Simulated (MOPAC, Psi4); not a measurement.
Intermolecular potential of CF4 ··· BCl3 (SMILES FC(F)(F)F and ClB(Cl)Cl). Monomers: optimised at B3LYP-D3(BJ) (def2-TZVP), held rigid. Orientation: a random orientation, not optimised. The monomers approach along the line of their centres of mass (distance R); nothing else relaxes.

Geometry at R = 5.60 Å (first 5 atoms: monomer A):
```
9

F     -0.6669    -0.6508    -0.9433
C      0.0000     0.0000     0.0000
F     -0.5182     1.2110     0.1516
F     -0.0890    -0.6650     1.1439
F      1.2741     0.1047    -0.3523
Cl     3.3808     1.6997    -5.5106
B      3.7763     0.8283    -4.0512
Cl     5.3305     1.0580    -3.2912
Cl     2.6181    -0.2745    -3.3523
```

Computed with: PBE-D3(BJ)/def2-TZVP, counterpoise-corrected (Psi4); SAPT0/jun-cc-pVDZ, frozen core (Psi4); PM3, restricted, heats of formation (MOPAC); SCS-MP2/aug-cc-pVDZ = DF-SCS-MP2/aug-cc-pVDZ, frozen core, counterpoise-corrected (Psi4); MP2/aug-cc-pVDZ = DF-MP2/aug-cc-pVDZ, frozen core, counterpoise-corrected (Psi4 1.11).

Interaction energies in kJ/mol (negative: bound); R is the distance of the centres of mass, d the F5···Cl9 distance.

```csv
R / Å,d / Å,PBE-D3(BJ)/def2-TZVP,SAPT0/jun-cc-pVDZ,PM3,SCS-MP2/aug-cc-pVDZ,MP2/aug-cc-pVDZ
4.98,2.75,7.46,10.91,3.98,10.97,8.85
5.23,2.98,0.88,3.57,1.82,3.32,1.89
5.43,3.15,-1.20,1.03,1.90,0.69,-0.36
5.60,3.31,-1.87,0.02,1.85,-0.33,-1.14
5.80,3.49,-2.01,-0.50,1.47,-0.82,-1.42
6.04,3.72,-1.78,-0.65,0.91,-0.91,-1.35
6.27,3.93,-1.44,-0.62,0.48,-0.82,-1.15
6.56,4.20,-1.04,-0.50,0.15,-0.65,-0.88
7.09,4.71,-0.53,-0.31,-0.05,-0.39,-0.51
7.79,5.38,-0.23,-0.16,-0.06,-0.20,-0.26
8.77,6.34,-0.10,-0.07,-0.03,-0.09,-0.11
10.13,7.67,-0.04,-0.03,-0.01,-0.03,-0.04
```

Lowest grid point: PBE-D3(BJ)/def2-TZVP -2.01 kJ/mol at R = 5.80 Å; SAPT0/jun-cc-pVDZ -0.65 kJ/mol at R = 6.04 Å; PM3 -0.06 kJ/mol at R = 7.79 Å; SCS-MP2/aug-cc-pVDZ -0.91 kJ/mol at R = 6.04 Å; MP2/aug-cc-pVDZ -1.42 kJ/mol at R = 5.80 Å.
